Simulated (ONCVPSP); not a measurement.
# Potentials for tungsten compared

Generated with ld1.x 7.5 (TM, RRKJ, ultrasoft, PAW), atompaw 4.2 or ONCVPSP 4.0.1. The cutoff is in Ry: for ld1.x and atompaw files where the sum of valence levels is converged to 10 mRy in a Bessel basis, for ONCV files where the hardest occupied wave has 1 mHa per electron of residual kinetic energy. The error is the largest all-electron minus pseudo excitation energy over each file’s own four to seven test configurations (ionisations up to +4, promotions, holes and added fractions of an electron), all of which were solved. The labels leave out finer settings (local radius, basis sizes, second energies), which also bear on the numbers. Spin-polarised tests are not counted. The rows are a selection from randomly drawn settings: files with unsolved tests, undetermined cutoffs or missed reference levels are left out.

A true bound ghost makes a file unfit for plane-wave use even where its test errors are small: the radial tests pick states by their node count and pass the ghost by.

| potential | cutoff (Ry) | largest error (meV) | bound ghosts |
| --- | --- | --- | --- |
| ONCV, PW91, fully relativistic, rc 1.90/1.75/1.75 (spd), local smoothed, core correction yes, reference 5s2 5p6 5d4 6s2, qcut 6.6/8.4/4.6, projectors 2/3/2 | 56 | -97 | none |
| ONCV, LDA (Perdew-Zunger), scalar-relativistic, rc 1.50/1.20/1.60 (spd), local smoothed, core correction yes, reference 5s2 5p6 5d4 6s0.5, qcut 6.7/6/7.1, projectors 3/1/3 | 143 | +52 | none |
| ONCV, PBEsol, scalar-relativistic, rc 1.85/1.35/2.25 (spd), local smoothed, core correction yes, reference 5s2 5p6 5d4 6s2, qcut 7.1/7.2/8.1, projectors 3/3/2 | 51 | -509 | none |
| ONCV, PBEsol, scalar-relativistic, rc 1.75/1.50/2.50 (spd), local smoothed, core correction yes, reference 5s2 5p6 5d4 6s1, qcut 8.9/11.5/6.2, projectors 2/2/2 | 77 | -5.3 | none |

(1) Fill in the row for W: ONCV, PBEsol, fully relativistic, rc 1.60/1.95/2.85 (spd), local smoothed, core correction yes, reference 5s2 5p6 5d4 6s1, qcut 6.6/6.2/5.9, projectors 3/2/2.

(2) Fill in the row for W: ONCV, PBEsol, scalar-relativistic, rc 1.65/1.30/2.40/2.40 (spdf), local smoothed, core correction yes, reference 5s2 5p6 5d3, qcut 5.6/5.8/7.1/4.5, projectors 2/1/1/1.

(3) Fill in the row for W: ONCV, PBE, scalar-relativistic, rc 2.70/1.95/1.75/2.35 (spdf), local smoothed, core correction yes, reference 5p6 5d4 6s2, qcut 2.6/8.8/6.2/5.3, projectors 2/1/2/1.

Results:

(1) cutoff 38 Ry, largest error +19 meV, bound ghosts: none.

(2) cutoff 160 Ry, largest error +31 meV, bound ghosts: none.

(3) cutoff 38 Ry, largest error -72 meV, bound ghosts: s.
